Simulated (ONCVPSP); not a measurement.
nickel (Ni): excitation energies, all-electron against ONCV

* Element: nickel (Ni)
* Generator: ONCVPSP 4.0.1
* Type: optimised norm-conserving Vanderbilt (ONCV)
* Functional: LDA (Perdew-Wang 92)
* Relativity: scalar-relativistic
* Frozen core: [Ne]
* Valence charge: 18
* Reference configuration: 3s2 3p6 3d8 (charge +2)
* Partial waves: 3s: rc 0.85 bohr, ncon 5, nbas 10, qcut 7.8 1/bohr, 1 projector; 3p: rc 1.20 bohr, ncon 4, nbas 8, qcut 13.9 1/bohr, 2 projectors, debl 3.9 Ha; 3d: rc 1.55 bohr, ncon 4, nbas 9, qcut 10 1/bohr, 2 projectors, debl 1.8 Ha
* Local potential: polynomial inside 0.65 bohr (lpopt 4, dvloc0 0 Ha)
* Core correction: Teter function fitted to the true core (icmod 2), fcfact 0.4

Energies are relative to the spin-unpolarised reference configuration 3s2 3p6 3d8; without spin polarisation the order of configurations can differ from experiment.

Give the all-electron excitation energy and the error of the potential for: 3s2 3p6 3d8 4s2; 3s2 3p6 3d8 4s1; 3s2 3p6 3d7; 3s2 3p6 3d8 4p2.

```json
{"valence configuration": "3s2 3p6 3d8 4s2", "charge": "0", "ΔE all-electron (eV)": "-27.247", "error AE − PS (meV)": "+465"}
{"valence configuration": "3s2 3p6 3d8 4s1", "charge": "+1", "ΔE all-electron (eV)": "-17.653", "error AE − PS (meV)": "+299"}
{"valence configuration": "3s2 3p6 3d7", "charge": "+3", "ΔE all-electron (eV)": "37.803", "error AE − PS (meV)": "+98"}
{"valence configuration": "3s2 3p6 3d8 4p2", "charge": "0", "ΔE all-electron (eV)": "-17.571", "error AE − PS (meV)": "+4.9"}
```
